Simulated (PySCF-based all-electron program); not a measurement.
# Forces on SnCl4, singlet in several shapes

Calculated with an in-house all-electron program built on PySCF, in large uncontracted Gaussian sets near the basis limit; Koelling–Harmon scalar relativity, no spin–orbit coupling, spin-restricted. Forces are good to about 0.010 eV/Å. Atoms are numbered as listed.

Shape A:

```json
{"atom": "Sn", "x (Å)": "0.0000", "y (Å)": "0.0000", "z (Å)": "0.0000"}
{"atom": "Cl", "x (Å)": "1.3383", "y (Å)": "1.3383", "z (Å)": "1.3383"}
{"atom": "Cl", "x (Å)": "-1.3383", "y (Å)": "-1.3383", "z (Å)": "1.3383"}
{"atom": "Cl", "x (Å)": "-1.3383", "y (Å)": "1.3383", "z (Å)": "-1.3383"}
{"atom": "Cl", "x (Å)": "1.3383", "y (Å)": "-1.3383", "z (Å)": "-1.3383"}
```

PBE forces:

```tsv
atom	Fx	Fy	Fz (eV/Å)
Sn1	0.000	0.000	0.000
Cl2	0.003	0.003	0.003
Cl3	-0.003	-0.003	0.003
Cl4	-0.003	0.003	-0.003
Cl5	0.003	-0.003	-0.003
```

Task: What forces does PBE0 give in shape A?

Result: The forces move by 0.392 eV/Å (r.m.s. over the atoms) from PBE.

```tsv
atom	Fx	Fy	Fz (eV/Å)
Sn1	0.000	0.000	0.000
Cl2	-0.249	-0.249	-0.249
Cl3	0.249	0.249	-0.249
Cl4	0.249	-0.249	0.249
Cl5	-0.249	0.249	0.249
```

Shape B:

| atom | x (Å) | y (Å) | z (Å) |
| --- | --- | --- | --- |
| Sn | 0.0000 | 0.0000 | 0.0000 |
| Cl | 1.4721 | 1.4721 | 1.4721 |
| Cl | -1.3383 | -1.3383 | 1.3383 |
| Cl | -1.3383 | 1.3383 | -1.3383 |
| Cl | 1.3383 | -1.3383 | -1.3383 |

Against shape A, Sn1–Cl2 goes from 2.318 to 2.550 Å.

PBE forces:

| atom | Fx | Fy | Fz (eV/Å) |
| --- | --- | --- | --- |
| Sn1 | 1.016 | 1.016 | 1.016 |
| Cl2 | -1.120 | -1.120 | -1.120 |
| Cl3 | 0.051 | 0.051 | 0.003 |
| Cl4 | 0.051 | 0.003 | 0.051 |
| Cl5 | 0.003 | 0.051 | 0.051 |

Task: What forces does HSE06 give in shape B?

Result: The forces move by 0.385 eV/Å (r.m.s. over the atoms) from PBE.

```tsv
atom	Fx	Fy	Fz (eV/Å)
Sn1	0.997	0.997	0.997
Cl2	-1.362	-1.362	-1.362
Cl3	0.304	0.304	-0.243
Cl4	0.304	-0.243	0.304
Cl5	-0.243	0.304	0.304
```

Shape C:

```xyz
5

Sn    0.0000    0.0000    0.0000
Cl    1.2045    1.2045    1.2045
Cl   -1.3383   -1.3383    1.3383
Cl   -1.3383    1.3383   -1.3383
Cl    1.3383   -1.3383   -1.3383
```

Against shape A, Sn1–Cl2 goes from 2.318 to 2.086 Å.

PBE forces:

```csv
atom,Fx,Fy,Fz (eV/Å)
Sn1,-2.952,-2.952,-2.952
Cl2,3.130,3.130,3.130
Cl3,-0.097,-0.097,0.016
Cl4,-0.097,0.016,-0.097
Cl5,0.016,-0.097,-0.097
```

Task: What forces does PBE0 give in shape C?

Result: The forces move by 0.371 eV/Å (r.m.s. over the atoms) from PBE.

```csv
atom,Fx,Fy,Fz (eV/Å)
Sn1,-2.963,-2.963,-2.963
Cl2,2.907,2.907,2.907
Cl3,0.145,0.145,-0.233
Cl4,0.145,-0.233,0.145
Cl5,-0.233,0.145,0.145
```
